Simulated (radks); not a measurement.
Results of a calculation; reference values are marked as such.
Pd+, configuration [Kr] 4d9 (the NIST ground configuration). Code: a radial shooting solver on a logarithmic mesh with Libxc functionals. Model: scalar-relativistic Kohn-Sham, SCAN, spin-polarised, spherical densities, finite nucleus; open shells are filled with parallel spins first (spin-orbit coupling, left out, can overturn this in heavy ions); meta-GGA in the generalised Kohn-Sham scheme; Fermi nuclear charge, rms radius 4.5318 fm.

X-ray form factor f0, the Fourier transform of the density (f0(0) = 45):

| sin(theta)/lambda (1/angstrom) | f0 (electrons) |
|---|---|
| 0.05 | 44.356 |
| 0.1 | 42.580 |
| 0.15 | 40.050 |
| 0.2 | 37.180 |
| 0.25 | 34.293 |
| 0.3 | 31.588 |
| 0.4 | 27.043 |
| 0.5 | 23.669 |
| 0.6 | 21.195 |
| 0.8 | 17.694 |
| 1 | 14.881 |
| 1.25 | 11.758 |
| 1.5 | 9.274 |
| 2 | 6.440 |
